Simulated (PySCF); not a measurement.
AlCl (SMILES [Al][Cl]), singlet, at a GFN2-xTB geometry (such geometries of metal compounds can be far from the true shape). Base run: WB97X/aug-cc-pVDZ in PySCF.

Here is a job for PySCF.
```python
from pyscf import gto, scf, dft

mol = gto.M(
    atom='''
Al   -0.000000   -0.000000   -1.154140
Cl    0.000000    0.000000    0.882577
''',
    basis='aug-cc-pvdz',
    charge=0,
    spin=0,
    verbose=4,
)

mf = dft.RKS(mol)
mf.xc = 'wb97x'
mf.kernel()
mf.analyze()
```

The base run was repeated with changes; each row names its change, and settings that it needs were set with it.

| change | ΔE vs base (mEh) | grid points | electrons on the grid |
|---|---|---|---|
| base | 0.000 | 38064 | 30.00000 |
| grids.atom_grid = (150, 974) | 0.006 | 148200 | 30.00000 |
| grids.level = 1 | -0.004 | 12672 | 30.00000 |
| grids.prune = dft.gen_grid.sg1_prune | 0.004 | 12880 | 30.00004 |
| grids.level = 5 | 0.004 | 86096 | 30.00000 |
| grids.radi_method = gauss_chebyshev | -0.008 | 36680 | 30.00000 |
| small_rho_cutoff = 0 | 0.000 | 38064 | 30.00000 |
| grids.radi_method = delley | 0.003 | 38024 | 30.00000 |
| grids.atom_grid = (50, 194) | -0.004 | 12672 | 30.00000 |
| grids.prune = dft.gen_grid.treutler_prune | 0.001 | 36848 | 30.00000 |
| grids.level = 0 | 17.410 | 3248 | 29.99996 |
